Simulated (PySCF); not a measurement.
Polarisability and C₆ of O⁻ (oxygen, charge -1)

[He] 2s2 2p5, 2P determinant. All numbers are calculated (PySCF 2.14, no relativity, point nucleus, in def2-QZVPPD). Coupled (time-dependent) response in atomic units; α is the mean over directions.

```csv
method,mean α (bohr³),"α xx, yy, zz",C₆ (like pair),S(−4)
UHF,15.01,"10.74, 17.15, 17.15",71.88,145.1
```

S(−4) is the Cauchy moment in α(ω) = α(0) + S(−4) ω² + …

α(iu) at UHF:

| u (hartree) | α(iu) (bohr³) |
| --- | --- |
| 0 | 15.01 |
| 0.0500 | 14.67 |
| 0.100 | 13.78 |
| 0.200 | 11.49 |
| 0.300 | 9.414 |
| 0.500 | 6.420 |
| 0.750 | 4.226 |
| 1.00 | 2.978 |
| 1.50 | 1.715 |
| 2.00 | 1.119 |
| 3.00 | 0.5860 |
| 5.00 | 0.2440 |

A single London oscillator, α(iu) = α/(1 + u²/ω²), gives C₆ = (3/4) ω α². Matching the computed C₆ needs ω = 4 × 71.88 / (3 × 15.01²) = 0.425 hartree.

For an ion, C₆ is the dispersion term alone; charge-induced terms of lower order in 1/R come first.

The components differ because the open shell of this determinant is not spherical; for a pure term their mean is the scalar polarisability.
